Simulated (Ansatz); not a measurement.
CH4BFZn (`[CH3][Zn][BH]F`). Total charge 0; spin multiplicity 1.

| atom | x (Å) | y (Å) | z (Å) |
| --- | --- | --- | --- |
| C1 | 0.741 | 0.221 | -1.613 |
| Zn2 | -0.060 | -0.018 | 0.150 |
| B3 | -0.897 | -0.266 | 2.063 |
| F4 | -2.146 | -0.700 | 2.193 |
| H5 | 1.822 | 0.059 | -1.582 |
| H6 | 0.319 | -0.481 | -2.338 |
| H7 | 0.568 | 1.233 | -1.991 |
| H8 | -0.346 | -0.049 | 3.118 |

Problem. List the harmonic frequencies (cm⁻¹, unscaled) at PBE0-D4/def2-TZVP in Ansatz. (Estimate.)

Solution. Computed: 13i, 92, 122, 240, 466, 568, 620, 652, 724, 1117, 1195, 1271, 1444, 1444, 2512, 3037, 3120, 3121.
